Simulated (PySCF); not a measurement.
A PySCF script (with the pyscf-properties extension) for the NMR shieldings of SMILES [Si@H](C#C)([SiH2]CCl)C1CC1, C6H11ClSi2, on a GFN2-xTB geometry:

```python
import basis_set_exchange as bse
import numpy as np
from pyscf import gto, dft
from pyscf.prop import nmr

atoms = """
C     0.567943    3.091717    1.189663
C     0.225534    1.949398    1.033880
Si   -0.259831    0.178556    0.764209
Si   -2.000174    0.117375   -0.772471
C    -3.025490   -1.473999   -0.468840
Cl   -1.933530   -2.886326   -0.525755
C     1.278548   -0.710512    0.118969
C     2.652240   -0.273337    0.543029
C     2.192057   -0.017220   -0.853017
H     0.860601    4.093273    1.330058
H    -0.582184   -0.354070    2.104404
H    -1.595549    0.056237   -2.182482
H    -2.984719    1.204425   -0.660808
H    -3.787201   -1.642266   -1.225976
H    -3.504617   -1.492423    0.507438
H     1.163090   -1.776811   -0.041101
H     2.733030    0.572068    1.210073
H     3.404100   -1.031081    0.709480
H     2.625877   -0.596811   -1.654900
H     1.965126    1.002486   -1.128885
"""
names = dict.fromkeys(["C", "Si", "Cl", "H"], "pcSseg-1")
basis = {el: gto.basis.parse(bse.get_basis(n, elements=[el], fmt="nwchem")) for el, n in names.items()}
mol = gto.M(atom=atoms, basis=basis, charge=0, verbose=0)
mf = dft.RKS(mol, xc="PBE0")
mf.grids.level = 2
mf.grids.alignment = dft.numint.BLKSIZE   # the property module wants whole blocks of grid points
mf.conv_tol = 1e-9
mf.kernel()

calc = nmr.RKS(mf)   # GIAO
C = mf.mo_coeff
Co = C[:, mf.mo_occ > 0]
resp = mf.gen_response(singlet=True, hermi=2)
def vind(x):   # induced exchange potential for any number of trial vectors
    d = np.einsum("pi,xij,qj->xpq", C, 2 * x.reshape(-1, C.shape[1], Co.shape[1]), Co, optimize=True)
    return np.einsum("xpq,pi,qj->xij", resp(d - d.transpose(0, 2, 1)), C, Co, optimize=True).ravel()
mo1, _ = nmr.rhf.solve_mo1(calc, with_cphf=vind)
sigma = calc.kernel(mo1)
for i, s in enumerate(sigma):   # ppm
    w = np.linalg.eigvalsh((s + s.T) / 2)
    print("%2d %-2s iso %8.1f  s11 %8.1f  s22 %8.1f  s33 %8.1f" % (i, mol.atom_pure_symbol(i), w.mean(), *w))
```

Question: What does it print?

Answer: 
```
 0 C  iso     81.0  s11     -6.6  s22     -1.8  s33    251.4
 1 C  iso    101.8  s11      6.0  s22      9.3  s33    290.1
 2 Si iso    406.0  s11    372.9  s22    392.4  s33    452.6
 3 Si iso    417.2  s11    386.5  s22    410.6  s33    454.4
 4 C  iso    155.8  s11    131.9  s22    141.9  s33    193.5
 5 Cl iso    909.1  s11    811.0  s22    832.6  s33   1083.9
 6 C  iso    190.6  s11    166.0  s22    181.0  s33    224.8
 7 C  iso    181.5  s11    154.8  s22    177.4  s33    212.2
 8 C  iso    183.6  s11    156.5  s22    178.7  s33    215.5
 9 H  iso     29.9  s11     24.3  s22     24.8  s33     40.7
10 H  iso     26.8  s11     23.4  s22     25.1  s33     31.8
11 H  iso     27.5  s11     24.3  s22     26.3  s33     32.0
12 H  iso     27.6  s11     23.3  s22     25.9  s33     33.4
13 H  iso     28.4  s11     22.2  s22     27.1  s33     36.0
14 H  iso     28.6  s11     23.6  s22     27.0  s33     35.4
15 H  iso     31.7  s11     23.5  s22     29.3  s33     42.2
16 H  iso     31.0  s11     23.9  s22     29.6  s33     39.5
17 H  iso     31.0  s11     24.7  s22     26.4  s33     41.8
18 H  iso     31.0  s11     25.3  s22     26.1  s33     41.7
19 H  iso     31.3  s11     25.1  s22     29.5  s33     39.3
```

These numbers come from an equivalent density-fitted implementation of the same equations, which agrees with the script to about 0.01 ppm for H and up to a few tenths of a ppm for heavy atoms, so last digits may differ.

Question: Turn these shieldings into chemical shifts. δ = σ(ref) − σ, references computed at the same level: ¹³C (σref 186.93) and ²⁹Si (σref 349.16) and ¹H (σref 31.72) vs TMS; HCl for ³⁵Cl (σref 949.78).

Answer: Averaging equivalent atoms: C 0: 105.9; C 1: 85.1; C 4: 31.1; C 7: 5.5; C 8: 3.3; C 6: -3.7; Si 2: -56.8; Si 3: -68.0; Cl 5: 41; H 10: 4.95; H 11: 4.17; H 12: 4.16; H 13: 3.29; H 14: 3.08; H 9: 1.80; H 17: 0.76; H 16: 0.70; H 18: 0.69; H 19: 0.44; H 15: 0.06 ppm. 

Size and cost of the density-fitted run: 229 basis functions, 110 s wall time on 1 thread of an Arm Neoverse N1, shared host; peak memory 1.1 GiB.
